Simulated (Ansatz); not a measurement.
`OB(F)[SiH2]Br` + SiH₄ → `OB(F)[SiH2][SiH3]` + HBr  (formal exchange of groups at the Si–Br bond)

Gas-phase electronic energies from Ansatz, PBE0-D4/def2-TZVP geometries. CCSD(T)/CBS is the MP2 limit (def2-TZVPP, def2-QZVPP) plus CCSD(T) − MP2 in def2-TZVPP, frozen cores. This one scheme is used for every species. Functionals use def2-TZVPP. For Br outer-core shells are correlated without core-valence functions, which leaves a few kJ/mol of doubt a bond. Scalar relativity is left out up to krypton. Each species was taken in one conformer, which may not be the lowest.

CCSD(T)/CBS gives +0.95 eV.

Problem. Another level gave +0.99 eV. Which?
A. ωB97M-V/def2-TZVPP
B. PBE0/def2-TZVPP
C. PBE/def2-TZVPP
D. HF/def2-TZVPP

Solution. A. ωB97M-V 0.99, HF/def2-TZVPP 1.09, PBE 0.80, PBE0 0.86 eV.

Largest T1 diagnostic among the species: 0.014.

In def2-TZVPP, CCSD(T) changes the Hartree–Fock value by −0.19 eV (the triples alone add −0.02 eV) and MP2 by −0.08 eV. From PBE to PBE0 (25 % exact exchange), in def2-TZVPP and without D4, ΔE moves by +0.05 eV.
